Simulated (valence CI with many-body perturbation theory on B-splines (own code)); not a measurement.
**E1 line list for Pm LVI**

Method: valence CI with perturbative core correlation (CI+MBPT): four valence electrons over a frozen Dirac-Fock core [He], a basis of 11 s, 11 p, 10 d, 8 f, 5 g, 2 h functions for each j, with the one-electron correlation potential Σ1, the two-electron term Σ2, the three-electron term Σ3, Breit, model QED; selected CI, second order for the rest, scaled by the run's own slope (own B-spline code, finite nucleus).

No measured spectrum was set against this ion. As an estimate, large intervals hold to a few tenths of a per cent, small ones and those within an open d or f shell to about a per cent. Among the levels kept, up to 900 cm⁻¹ of a level comes from second order outside the variational space, and about a tenth of that is noise between levels of different J, which matters for small intervals.

Lines 51 to 100 of 555 in falling wavelength, among levels below 8646.3 eV, chosen from the strongest by gf and those to the six lowest levels. Wavelengths and rates use the calculated energies. Electric multipoles are in the length gauge with retardation, E1 and E2 with the static RPA response of the core. Weak lines are less certain than strong ones. Lines between different terms over intervals too small for the method are left out, as are lines whose strength nearly cancels. The highest levels of a list are the least certain.

Levels are named by their leading jj configuration (3d3/2^4 stands for four electrons in 3d with j = 3/2), which in mixed levels can hold well under half, so a name can repeat and another be missing. Letters in brackets count levels of one name in rising energy.

| λ vac (Å) | Upper | Lower | A (s⁻¹) | log gf | Branch % |
| --- | --- | --- | --- | --- | --- |
| 55.07 | (2p1/2 2p3/2^2 3p3/2) J=2 [a] | (2p1/2 2p3/2^2 3s) J=2 [b] | 5.67e+10 | -0.89 | 0.0 |
| 54.79 | (2p1/2^2 2p3/2 3p3/2) J=1 | (2p1/2^2 2p3/2 3s) J=1 | 1.56e+11 | -0.68 | 0.1 |
| 54.75 | (2p1/2^2 2p3/2 3d3/2) J=2 | (2p1/2^2 2p3/2 3p1/2) J=1 | 5.16e+10 | -0.94 | 0.1 |
| 54.10 | (2p1/2 2p3/2^2 3d3/2) J=1 [b] | (2p1/2 2p3/2^2 3p1/2) J=2 [b] | 9.63e+10 | -0.90 | 0.0 |
| 53.89 | (2p1/2 2p3/2^2 3d3/2) J=1 [a] | (2s 2p3/2^2 3d3/2) J=1 [a] | 8.45e+10 | -0.96 | 0.1 |
| 53.88 | (2s 2p1/2 2p3/2 3d3/2) J=2 [d] | (2s 2p1/2 2p3/2 3p1/2) J=1 [c] | 8.14e+10 | -0.75 | 0.0 |
| 53.88 | (2p1/2 2p3/2^2 3d3/2) J=2 [a] | (2p1/2 2p3/2^2 3p1/2) J=2 [a] | 7.31e+10 | -0.80 | 0.1 |
| 53.86 | (2s 2p1/2 2p3/2 3p3/2) J=2 [b] | (2s 2p1/2 2p3/2 3s) J=2 [b] | 1.11e+11 | -0.62 | 0.1 |
| 53.81 | (2s 2p3/2^2 3d3/2) J=2 [a] | (2s 2p3/2^2 3p1/2) J=2 [a] | 4.69e+10 | -0.99 | 0.0 |
| 53.69 | (2s^2 2p1/2 3d3/2) J=1 | (2s^2 2p1/2 3p1/2) J=0 | 8.97e+10 | -0.93 | 0.0 |
| 53.62 | (2s 2p1/2 2p3/2 3p3/2) J=1 [a] | (2s 2p1/2 2p3/2 3s) J=1 [a] | 1.15e+11 | -0.83 | 0.1 |
| 53.53 | (2p1/2^2 2p3/2 3d3/2) J=2 | (2p1/2^2 2p3/2 3p1/2) J=2 | 7.81e+10 | -0.78 | 0.1 |
| 53.35 | (2s 2p3/2^2 3d3/2) J=3 [a] | (2s 2p3/2^2 3p1/2) J=3 | 4.58e+10 | -0.86 | 0.0 |
| 53.24 | (2s 2p1/2 2p3/2 3d3/2) J=2 [a] | (2s 2p1/2 2p3/2 3p1/2) J=2 [a] | 6.27e+10 | -0.88 | 0.0 |
| 53.06 | (2s 2p1/2^2 3p3/2) J=1 | (2s 2p1/2^2 3s) J=0 | 1.37e+11 | -0.76 | 0.1 |
| 52.63 | (2s 2p3/2^2 3d3/2) J=3 [a] | (2s 2p3/2^2 3p1/2) J=2 [a] | 5.14e+10 | -0.83 | 0.0 |
| 52.55 | (2p1/2 2p3/2^2 3d3/2) J=3 [a] | (2p1/2 2p3/2^2 3p1/2) J=2 [a] | 9.84e+10 | -0.54 | 0.1 |
| 52.53 | (2p1/2 2p3/2^2 3p3/2) J=1 [a] | (2p1/2 2p3/2^2 3s) J=1 [a] | 1.03e+11 | -0.89 | 0.0 |
| 52.47 | (2p1/2^2 2p3/2 3d3/2) J=1 | (2p1/2^2 2p3/2 3p1/2) J=1 | 1.00e+11 | -0.91 | 0.1 |
| 52.45 | (2s 2p1/2 2p3/2 3d3/2) J=2 [c] | (2s 2p1/2 2p3/2 3p1/2) J=1 [b] | 5.49e+10 | -0.95 | 0.0 |
| 52.29 | (2s^2 2p3/2 3d3/2) J=2 | (2s^2 2p3/2 3p1/2) J=2 | 7.36e+10 | -0.82 | 0.0 |
| 52.29 | (2s 2p1/2 2p3/2 3p3/2) J=2 [c] | (2s^2 2p3/2 3p3/2) J=1 | 6.52e+10 | -0.87 | 0.1 |
| 52.20 | (2s 2p1/2^2 3d3/2) J=1 | (2s 2p1/2^2 3p1/2) J=0 | 9.69e+10 | -0.93 | 0.1 |
| 52.09 | (2p1/2^2 2p3/2 3d3/2) J=3 | (2p1/2^2 2p3/2 3p1/2) J=2 | 1.02e+11 | -0.54 | 0.7 |
| 51.95 | (2s 2p3/2^2 3d3/2) J=2 [b] | (2s 2p3/2^2 3p1/2) J=2 [b] | 5.58e+10 | -0.95 | 0.0 |
| 51.92 | (2p1/2 2p3/2^2 3d3/2) J=4 | (2p1/2 2p3/2^2 3p1/2) J=3 | 1.28e+11 | -0.33 | 2.5 |
| 51.85 | (2p1/2 2p3/2^2 3p3/2) J=3 [b] | (2p1/2 2p3/2^2 3s) J=3 | 1.33e+11 | -0.43 | 0.1 |
| 51.77 | (2s^2 2p3/2 3d3/2) J=2 | (2s^2 2p3/2 3p1/2) J=1 | 6.75e+10 | -0.87 | 0.0 |
| 51.76 | (2s 2p3/2^2 3d3/2) J=4 | (2s 2p3/2^2 3p1/2) J=3 | 1.39e+11 | -0.30 | 0.0 |
| 51.67 | (2p1/2 2p3/2^2 3p3/2) J=4 | (2p1/2 2p3/2^2 3s) J=3 | 1.60e+11 | -0.24 | 0.1 |
| 51.55 | (2s 2p3/2^2 3p3/2) J=3 [b] | (2s 2p3/2^2 3s) J=2 [b] | 2.37e+11 | -0.18 | 0.1 |
| 51.54 | (2s 2p1/2 2p3/2 3d3/2) J=4 | (2s 2p1/2 2p3/2 3p1/2) J=3 | 1.04e+11 | -0.43 | 5.9 |
| 51.51 | (2p1/2^2 2p3/2 3p3/2) J=3 | (2p1/2^2 2p3/2 3s) J=2 | 1.01e+11 | -0.55 | 0.1 |
| 51.46 | (2s 2p3/2^2 3d3/2) J=2 [b] | (2s 2p3/2^2 3p1/2) J=1 [a] | 8.20e+10 | -0.79 | 0.0 |
| 51.45 | (2s 2p3/2^2 3d3/2) J=3 [b] | (2s 2p3/2^2 3p1/2) J=2 [b] | 1.53e+11 | -0.37 | 0.0 |
| 51.36 | (2s 2p1/2 2p3/2 3d3/2) J=3 [a] | (2s 2p1/2 2p3/2 3p1/2) J=2 [a] | 1.30e+11 | -0.44 | 0.1 |
| 51.26 | (2s 2p3/2^2 3p3/2) J=1 [b] | (2s 2p3/2^2 3s) J=0 | 1.18e+11 | -0.86 | 0.1 |
| 51.20 | (2s 2p1/2 2p3/2 3d3/2) J=3 [c] | (2s 2p1/2 2p3/2 3p1/2) J=2 [c] | 9.97e+10 | -0.56 | 0.3 |
| 51.16 | (2s^2 2p3/2 3d3/2) J=3 | (2s^2 2p3/2 3p1/2) J=2 | 1.50e+11 | -0.38 | 0.0 |
| 51.14 | (2s 2p1/2 2p3/2 3d3/2) J=2 [a] | (2s 2p1/2 2p3/2 3p1/2) J=1 [a] | 7.46e+10 | -0.83 | 0.0 |
| 51.11 | (2s 2p3/2^2 3p3/2) J=3 [a] | (2s 2p3/2^2 3s) J=3 | 9.34e+10 | -0.59 | 0.1 |
| 51.08 | (2s^2 2p1/2 3d3/2) J=2 | (2s^2 2p1/2 3p1/2) J=1 | 1.46e+11 | -0.54 | 0.1 |
| 51.07 | (2s 2p1/2 2p3/2 3p3/2) J=2 [a] | (2s 2p1/2 2p3/2 3s) J=1 [a] | 1.03e+11 | -0.69 | 0.1 |
| 50.92 | (2s 2p1/2 2p3/2 3p3/2) J=3 [c] | (2s 2p1/2 2p3/2 3s) J=2 [c] | 1.58e+11 | -0.37 | 0.1 |
| 50.84 | (2s 2p1/2^2 3d3/2) J=2 | (2s 2p1/2^2 3p1/2) J=1 | 1.32e+11 | -0.59 | 0.1 |
| 50.78 | (2s 2p3/2^2 3p3/2) J=4 | (2s 2p3/2^2 3s) J=3 | 2.36e+11 | -0.09 | 17.3 |
| 50.78 | (2s 2p1/2 2p3/2 3d3/2) J=1 [a] | (2s 2p1/2 2p3/2 3p1/2) J=1 [a] | 1.24e+11 | -0.84 | 0.1 |
| 50.66 | (2p1/2 2p3/2^2 3p3/2) J=3 [a] | (2p1/2 2p3/2^2 3s) J=2 [a] | 1.67e+11 | -0.35 | 0.1 |
| 50.38 | (2s 2p3/2^2 3d3/2) J=2 [c] | (2s 2p3/2^2 3p1/2) J=1 [b] | 1.13e+11 | -0.67 | 0.0 |
| 50.36 | (2s^2 2p3/2 3p3/2) J=3 | (2s^2 2p3/2 3s) J=2 | 2.43e+11 | -0.19 | 3.3 |
